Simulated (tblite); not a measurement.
A tight-binding relaxation on `C=C[Se][Si@H](CC#N)NC`.

Computed with GFN2-xTB geometry optimisation, gas phase (tblite 0.8.0). Start geometry: from a force field or distance geometry. A driver script takes a list of jobs; this job's settings line and coordinates (Å) are shown.

Command:
```bash
OMP_NUM_THREADS=1 python probes_run.py task.json out
```

Input:
```
{"job": {"kind": "relax", "xc": "GFN2-xTB", "basis": "xTB"}, "charge": 0, "multiplicity": 1}
C      3.907900    -0.226900    -0.491400
C      3.026600    -1.213200    -0.260500
Se     1.593400    -0.921400     0.964700
Si    -0.307700    -0.205800    -0.150800
C     -0.229000     1.620200    -0.155700
C     -1.537300     2.230000    -0.308100
N     -2.566800     2.701600    -0.426800
N     -1.644700    -0.897000     0.786400
C     -2.953700    -0.668100     0.253600
H      4.730200    -0.308100    -1.148100
H      3.720300     0.705100     0.026500
H      3.208700    -2.146200    -0.769200
H     -0.201400    -0.715900    -1.500100
H      0.415900     1.954000    -1.029600
H      0.305600     1.961300     0.746700
H     -1.460800    -1.938100     0.919100
H     -3.625200    -1.493200     0.627900
H     -3.343500     0.248900     0.748400
H     -3.048300    -0.677900    -0.825300
```

Output:
```
step      E/eV     max force
  0    -720.72360    2.689
  1    -721.00243    2.816
  2    -720.97662    5.863
  3    -721.11377    1.172
  4    -721.15093    0.709
  5    -721.19174    0.483
  6    -721.23457    0.328
  7    -721.24474    0.320
  8    -721.26819    0.245
  9    -721.27945    0.294
... (150 lines left out)
160    -721.54004    0.024
161    -721.54010    0.018
162    -721.54014    0.020
163    -721.54017    0.018
164    -721.54020    0.013
165    -721.54023    0.011
166    -721.54025    0.012
167    -721.54027    0.014
168    -721.54030    0.012
169    -721.54031    0.007
```

«max force» is the largest atomic force in eV/Å.

**Question.** From which step on does the largest force stay under 0.1 eV/Å, and how much energy is left to gain from there?

**Answer.** From step 122 (0.077 eV/Å), 15.6 meV above the end.

Summary of the converged run: energy lowered by 18.8 kcal/mol over 169 steps; largest atomic force 0.007 eV/Å at the end.

**Question.** Give the final coordinates.

**Answer.** 0.883 Å rms from the input after alignment:
```
atom  x, y, z in Å
C1     4.1232   -0.4175   -0.2993
C2     2.8232   -0.5630   -0.4841
Se3    1.6139   -1.0966    0.8865
Si4   -0.2913   -0.4042   -0.1799
C5    -0.3263    1.5171   -0.2760
C6    -1.4259    1.9539   -1.0700
N7    -2.3195    2.2672   -1.7136
N8    -1.5454   -0.9021    0.8641
C9    -2.9496   -0.6543    0.6209
H10    4.7753   -0.1351   -1.1090
H11    4.5798   -0.5782    0.6629
H12    2.3568   -0.4107   -1.4478
H13   -0.2522   -0.9254   -1.5580
H14    0.5980    1.8957   -0.7157
H15   -0.4244    1.9369    0.7272
H16   -1.3978   -1.7304    1.4237
H17   -3.4157   -1.4649    0.0547
H18   -3.4754   -0.5437    1.5700
H19   -3.0565    0.2645    0.0511
```

On Arm Neoverse N1, one thread (shared host), this took 2.7 s of wall time.
Labels such as C1 count atoms from 1, the log's own numbers from 0.
